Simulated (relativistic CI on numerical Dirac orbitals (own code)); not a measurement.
# d3 in a ligand field

Computed with a parametric ligand-field model of a d^n configuration (Racah B and C, spin-orbit zeta, crystal field), exact diagonalisation.

Field parameters in Wybourne normalisation: Oh B⁴₀ = 21Dq, B⁴₄ = √(5/14) B⁴₀. The field is a parameter set, without covalency.

B = 630 cm⁻¹, C = 2870 cm⁻¹ (C/B = 4.56), Oh, no spin-orbit coupling. Tanabe-Sugano data, E/B above the lowest term (Δ = |10Dq|; b, c mark the second and third term of a kind):

```
 Δ/B   4A2    4T2    4T1  4T1(b)     2E    2T1    2T2
 1.0  0.00   1.00   1.79   16.21  18.57  18.63  19.01
 5.0  0.00   5.00   8.68   21.32  19.84  20.52  23.69
 9.0  0.00   9.00  15.00   27.00  20.29  21.16  26.90
13.0  0.00  13.00  20.68   33.32  20.56  21.48  28.70
17.0  0.00  17.00  25.79   40.21  20.76  21.69  29.95
21.0  0.00  21.00  30.51   47.49  20.92  21.83  30.91
25.0  0.00  25.00  35.00   55.00  21.05  21.93  31.69
29.0  0.00  29.00  39.34   62.66  21.16  22.01  32.31
33.0  0.00  33.00  43.58   70.42  21.26  22.08  32.83
37.0  0.00  37.00  47.77   78.23  21.34  22.13  33.27
41.0  0.00  41.00  51.91   86.09  21.42  22.18  33.64
45.0  0.00  45.00  56.03   93.97  21.48  22.21  33.96
```

The ground term stays 4A2.
